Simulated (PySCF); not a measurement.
ClZn (SMILES [Cl][Zn]), doublet, at a GFN2-xTB geometry (such geometries of metal compounds can be far from the true shape) (the spin is typed, not shown lowest); HF/def2-SV(P) in PySCF.

PySCF was given this input:
```python
from pyscf import gto, scf

mol = gto.M(
    atom='''
Zn   -0.00000000   -0.00000000   -0.79897282
Cl    0.00000000    0.00000000    1.40995204
''',
    basis='def2-sv(p)',
    spin=1,
    verbose=4,
)

mf = scf.ROHF(mol)
mf.kernel()
mf.analyze()
```

It wrote (shortened):

```
PySCF version 2.14.0

[INPUT] verbose = 4
[INPUT] num. atoms = 2
[INPUT] num. electrons = 47
[INPUT] charge = 0
[INPUT] spin (= nelec alpha-beta = 2S) = 1
[INPUT] symmetry False subgroup None
[INPUT] Mole.unit = angstrom
[INPUT] Symbol           X                Y                Z      unit          X                Y                Z       unit  Magmom
[INPUT]  1 Zn     0.000000000000   0.000000000000  -0.798972820000 AA    0.000000000000   0.000000000000  -1.509839810771 Bohr   0.0
[INPUT]  2 Cl     0.000000000000   0.000000000000   1.409952040000 AA    0.000000000000   0.000000000000   2.664423204372 Bohr   0.0

nuclear repulsion = 122.177255757446
number of shells = 18
number of NR pGTOs = 102
number of NR cGTOs = 42
basis = def2-sv(p)
ecp = {}

******** <class 'pyscf.scf.rohf.ROHF'> ********
method = ROHF
initial guess = minao
damping factor = 0
level_shift factor = 0
DIIS = <class 'pyscf.scf.diis.CDIIS'>
diis_start_cycle = 1
diis_space = 8
diis_damp = 0
SCF conv_tol = 1e-09
SCF conv_tol_grad = None
SCF max_cycles = 50
direct_scf = True
direct_scf_tol = 1e-13
num. doubly occ = 23  num. singly occ = 1
Set gradient conv threshold to 3.16228e-05
init E= -2236.50367649944
  HOMO = -0.183175044570694  LUMO = 0.174924449059522  gap/eV = 9.74438
cycle= 1 E= -2236.91114355981  delta_E= -0.407  |g|= 0.236  |ddm|= 1.12
  HOMO = -0.167983702358161  LUMO = 0.150125105992875  gap/eV = 8.65618
cycle= 2 E= -2236.9394354696  delta_E= -0.0283  |g|= 0.111  |ddm|= 0.479
  HOMO = -0.151666179176582  LUMO = 0.166668212003577  gap/eV = 8.66232
cycle= 3 E= -2236.94547011343  delta_E= -0.00603  |g|= 0.0286  |ddm|= 0.147
  HOMO = -0.148903231464236  LUMO = 0.166751158017918  gap/eV = 8.58939
cycle= 4 E= -2236.94658382445  delta_E= -0.00111  |g|= 0.0124  |ddm|= 0.0757
  HOMO = -0.14643955289028  LUMO = 0.166519290957109  gap/eV = 8.51604
cycle= 5 E= -2236.94678152716  delta_E= -0.000198  |g|= 0.00292  |ddm|= 0.045
  HOMO = -0.146093829982995  LUMO = 0.16609121364573  gap/eV = 8.49499
cycle= 6 E= -2236.94678553589  delta_E= -4.01e-06  |g|= 0.000654  |ddm|= 0.00495
  HOMO = -0.146109619717528  LUMO = 0.166052445988729  gap/eV = 8.49436
cycle= 7 E= -2236.94678599688  delta_E= -4.61e-07  |g|= 0.000145  |ddm|= 0.00168
  HOMO = -0.146163174641228  LUMO = 0.166042711068575  gap/eV = 8.49555
cycle= 8 E= -2236.94678602488  delta_E= -2.8e-08  |g|= 3.58e-05  |ddm|= 0.000468
  HOMO = -0.146160738114347  LUMO = 0.166039783559713  gap/eV = 8.49541
cycle= 9 E= -2236.94678602605  delta_E= -1.17e-09  |g|= 7.32e-06  |ddm|= 8.15e-05
  HOMO = -0.146160302264983  LUMO = 0.166039979778527  gap/eV = 8.49540
cycle= 10 E= -2236.94678602612  delta_E= -7.64e-11  |g|= 1.42e-06  |ddm|= 2.47e-05
  HOMO = -0.146160623562886  LUMO = 0.166039958759262  gap/eV = 8.49541
Extra cycle  E= -2236.94678602613  delta_E= -3.18e-12  |g|= 6.24e-07  |ddm|= 2.5e-06
converged SCF energy = -2236.94678602613
**** SCF Summaries ****
Total Energy =                       -2236.946786026127484
Nuclear Repulsion Energy =             122.177255757445735
One-electron Energy =                -3362.904717345942117
Two-electron Energy =                 1003.780675562368742
Two-electron Coulomb Energy =         1101.114130361857178
DFT Exchange-Correlation Energy =      -97.333454799488436
HOMO-LUMO gap [eV] =                     8.495410561236753
**** MO energy ****
                Roothaan           | alpha              | beta
MO #1   energy= -353.328755353656  | -353.330129191171  | -353.327381516144  occ= 2
MO #2   energy= -104.719049478406  | -104.719498392033  | -104.71860056478   occ= 2
MO #3   energy= -44.3979975439706  | -44.3999760870244  | -44.3960190009167  occ= 2
MO #4   energy= -38.9749298497069  | -38.9756906113632  | -38.9741690880506  occ= 2
MO #5   energy= -38.9749298497068  | -38.9756906113632  | -38.9741690880506  occ= 2
MO #6   energy= -38.9728344214477  | -38.9745730003269  | -38.9710958425687  occ= 2
MO #7   energy= -10.4812587373253  | -10.4817635394678  | -10.4807539351836  occ= 2
MO #8   energy= -7.95563755776597  | -7.95741844551854  | -7.95385667001343  occ= 2
MO #9   energy= -7.95368344913658  | -7.95391430555296  | -7.95345259272015  occ= 2
MO #10  energy= -7.95368344913655  | -7.95391430555295  | -7.95345259272014  occ= 2
MO #11  energy= -5.68413986878468  | -5.68936481311014  | -5.67891492446457  occ= 2
MO #12  energy= -3.89192521624922  | -3.89470595487508  | -3.88914447762335  occ= 2
MO #13  energy= -3.89192521624918  | -3.89470595487505  | -3.88914447762332  occ= 2
MO #14  energy= -3.88936314451225  | -3.89283917396208  | -3.88588711518084  occ= 2
MO #15  energy= -1.00867535737307  | -1.01352082381172  | -1.0038298909605   occ= 2
MO #16  energy= -0.836013248508261 | -0.838831425213973 | -0.833195071802547 occ= 2
MO #17  energy= -0.836013248508259 | -0.838831425213971 | -0.833195071802544 occ= 2
MO #18  energy= -0.833302509930103 | -0.836620781826607 | -0.829984238033599 occ= 2
MO #19  energy= -0.833302509930096 | -0.836620781826602 | -0.829984238033594 occ= 2
MO #20  energy= -0.826854078290908 | -0.831713066974159 | -0.821995110195252 occ= 2
MO #21  energy= -0.455265949907933 | -0.466845616968998 | -0.443686304214107 occ= 2
MO #22  energy= -0.406714800960652 | -0.408216549070008 | -0.405213052851289 occ= 2
MO #23  energy= -0.406714800960648 | -0.408216549070009 | -0.40521305285129  occ= 2
MO #24  energy= -0.146160623562886 | -0.317429610560295 | 0.0251083582446197 occ= 1
MO #25  energy= 0.166039958759262  | 0.152166459992092  | 0.179913468880197  occ= 0
MO #26  energy= 0.171705552881237  | 0.142537062750894  | 0.200874043011624  occ= 0
MO #27  energy= 0.171705552881256  | 0.142537062750892  | 0.200874043011622  occ= 0
MO #28  energy= 0.317463674606478  | 0.294100203052396  | 0.340827180938144  occ= 0
MO #29  energy= 0.784559905806844  | 0.782488071438958  | 0.78663174114514   occ= 0
MO #30  energy= 1.04899221258522   | 1.04183680834393   | 1.05614761667392   occ= 0
MO #31  energy= 1.07580473080309   | 1.07071205094619   | 1.08089741066002   occ= 0
MO #32  energy= 1.07580473080311   | 1.07071205094619   | 1.08089741066002   occ= 0
 ** Mulliken pop on meta-lowdin orthogonal AOs  **
 ** Mulliken pop  **
 ** Mulliken atomic charges  **
charge of    0Zn =      0.75934
charge of    1Cl =     -0.75934
Dipole moment(X, Y, Z, Debye): -0.00000, -0.00000, -4.21701
```
